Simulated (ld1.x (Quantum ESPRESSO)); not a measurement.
# An all-electron radial function and its pseudo partner (titanium)

Columns: radius, all-electron u(r) and pseudo u(r) of the 3d shell (level -4.46 eV) of titanium in the configuration [Ar] 3d2 4s2 4p0; LDA (PZ), scalar-relativistic, TM semilocal scheme, ld1.x (Quantum ESPRESSO) 7.5.

```csv
r (bohr),all-electron,pseudo
0.150,0.0788,0.0156
0.300,0.2873,0.1109
0.450,0.4934,0.3053
0.600,0.6415,0.5427
0.750,0.7269,0.7355
0.900,0.7622,0.8309
1.050,0.7631,0.8353
1.200,0.7425,0.7889
1.350,0.7095,0.7291
1.500,0.6700,0.6747
1.650,0.6277,0.6281
1.800,0.5850,0.5850
1.950,0.5432,0.5432
2.100,0.5032,0.5032
2.250,0.4655,0.4655
2.400,0.4301,0.4301
2.550,0.3971,0.3971
2.700,0.3665,0.3665
2.850,0.3380,0.3380
3.000,0.3117,0.3117
3.150,0.2873,0.2873
3.300,0.2647,0.2647
3.450,0.2439,0.2439
3.600,0.2246,0.2246
3.750,0.2068,0.2068
3.900,0.1903,0.1903
```

(1) How many radial nodes do the two functions have?

(2) At about which radius was the pseudo-wave matched?

(3) Where does each function peak?

(4) Is the pseudo-wave norm-conserving?

Answers

(1) The all-electron 3d function has n − l − 1 = 0; the pseudo-wave has 0.

(2) 1.85 bohr. The columns agree to 0.0005 from 1.65 bohr on; several derivatives are matched, so the curves merge somewhat inside the radius.

(3) Outermost all-electron maximum near 1.05 bohr, pseudo maximum near 1.05 bohr (to the table’s step).

(4) Yes: the TM semilocal scheme keeps the norm inside the radius equal to the all-electron one, which fixes the energy derivative of the logarithmic derivative at the level.
